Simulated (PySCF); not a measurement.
Cards and structures have been mixed up. Pair them.

Structures:
1. `CCC1=PC=CN1`
2. `CCOC(F)(F)F`
3. `C[Si@H]([SiH3])CCCl`
4. `C#Cc1nnc([SiH3])n1C`

Card P (geometry GFN2-xTB):
- Rotational constants A, B, C: 5.085, 1.642, 1.609 GHz
- Static isotropic polarisability (CAM-B3LYP/def2-SVPD): 45.4 au
- HOMO energy (CAM-B3LYP/def2-SVPD): -11.05 eV
- Lowest singlet excitation (TDDFT CAM-B3LYP/def2-SVPD): 9.10 eV (136 nm, f = 0.001)
- Dipole moment (CAM-B3LYP/def2-SVPD): 3.09 D

Card Q (geometry GFN2-xTB):
* Rotational constants A, B, C: 2.652, 0.772, 0.665 GHz
* Static isotropic polarisability (CAM-B3LYP/def2-SVPD): 108.6 au
* Point group: C1
* Lowest triplet excitation (Tamm–Dancoff) (TDA CAM-B3LYP/def2-SVPD): 6.40 eV
* Strongest line among the 8 lowest singlet transitions (TDDFT CAM-B3LYP/def2-SVPD): S4 at 7.39 eV (168 nm, f = 0.058)
* 13C chemical shifts (computed TMS as zero) by class (GIAO PBE0/pcSseg-1): 49.8 (1 C), 23.8 (1 C), -5.7 (1 C) ppm

Card R (geometry GFN2-xTB):
- Rotational constants A, B, C: 3.384, 0.916, 0.730 GHz
- Static isotropic polarisability (CAM-B3LYP/def2-SVPD): 105.8 au
- Isotropic shieldings of nuclei other than C and H, by class (GIAO PBE0/pcSseg-1): -130 (1 N), -126 (1 N), 60 (1 N), 438 (1 Si) ppm
- HOMO energy (CAM-B3LYP/def2-SVPD): -8.45 eV
- Strongest line among the 8 lowest singlet transitions (TDDFT CAM-B3LYP/def2-SVPD): S2 at 5.52 eV (225 nm, f = 0.394)
- Lowest triplet excitation (Tamm–Dancoff) (TDA CAM-B3LYP/def2-SVPD): 3.93 eV

Card S (geometry GFN2-xTB):
* Rotational constants A, B, C: 4.214, 1.752, 1.362 GHz
* Static isotropic polarisability (CAM-B3LYP/def2-SVPD): 89.0 au
* Lowest singlet excitation (TDDFT CAM-B3LYP/def2-SVPD): 5.39 eV (230 nm, f = 0.151)
* HOMO energy (CAM-B3LYP/def2-SVPD): -7.26 eV
* Lowest triplet excitation (Tamm–Dancoff) (TDA CAM-B3LYP/def2-SVPD): 3.50 eV
* Isotropic shieldings of nuclei other than C and H, by class (GIAO PBE0/pcSseg-1): 74 (1 N), 218 (1 P) ppm

Species are written as SMILES; each is one conformer at its optimised geometry, gas phase, non-relativistic unless stated; the electronic structure was computed with PySCF and density fitting. NMR classes are plain means over equivalent atoms (diastereotopic ones count apart unless rotation or inversion swaps them), as if these changed places fast.

Q: Which card belongs to which structure?

A: P = 2, Q = 3, R = 4, S = 1. What ties each card to its structure:
- 1 (card S), C5H8NP, monoisotopic mass 113.0 u, 7 heavy atoms: an asymmetric top with C = 1.362 GHz; polarisability 89.0 au for 60 electrons.
- 2 (card P), C3H5F3O, monoisotopic mass 114.0 u, 7 heavy atoms: an asymmetric top with C = 1.609 GHz, the highest such constant on the cards; polarisability 45.4 au for 58 electrons, the smallest shown; dipole 3.09 D.
- 3 (card Q), C3H11ClSi2, monoisotopic mass 138.0 u, 6 heavy atoms: 3 C in 3 classes; the least shielded carbon (49.8 ppm) is an sp3 C–Cl carbon; an asymmetric top with C = 0.665 GHz, the lowest such constant on the cards; polarisability 108.6 au for 74 electrons, the largest shown.
- 4 (card R), C5H7N3Si, monoisotopic mass 137.0 u, 9 heavy atoms: an asymmetric top with C = 0.730 GHz; polarisability 105.8 au for 72 electrons.
